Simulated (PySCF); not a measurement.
In(H)(SH)2 (H3InS2), SMILES [SH][InH][SH].

The structure is a stationary point at B3LYP-D3(BJ)/def2-SVP. The def2 effective core potentials stand for the cores of In; spin–orbit coupling is left out. The values are those of a single conformer.

Calculation: TDA-B3LYP/def2-SVPD (PySCF).

Vertical excitations. Isolated molecule, no solvent. State labels are in the subgroup C2v.

```tsv
state	symmetry	energy (eV)	λ (nm)	f	main pairs
S1	A2	4.45	278	0.000	HOMO→LUMO+1 99 %
S2	B2	4.66	266	0.035	HOMO→LUMO 88 %
S3	B1	4.95	250	0.041	HOMO−1→LUMO+1 98 %
S4	A1	5.14	241	0.005	HOMO−1→LUMO 88 %
S5	A2	5.51	225	0.000	HOMO−2→LUMO 96 %
S6	B1	5.56	223	0.001	HOMO−3→LUMO 99 %
S7	A2	5.71	217	0.000	HOMO→LUMO+2 90 %
S8	B1	5.92	209	0.058	HOMO→LUMO+3 80 %, HOMO−1→LUMO+2 18 %
S9	B1	6.22	199	0.009	HOMO−1→LUMO+2 72 %, HOMO→LUMO+3 18 %
S10	B2	6.43	193	0.516	HOMO−2→LUMO+1 75 %
T1	B2	4.14	299	0	HOMO→LUMO 99 %
T2	A2	4.15	299	0	HOMO→LUMO+1 97 %
T3	A1	4.50	276	0	HOMO−1→LUMO 98 %
T4	B1	4.54	273	0	HOMO−1→LUMO+1 94 %
```
Triplets are in the Tamm–Dancoff approximation.
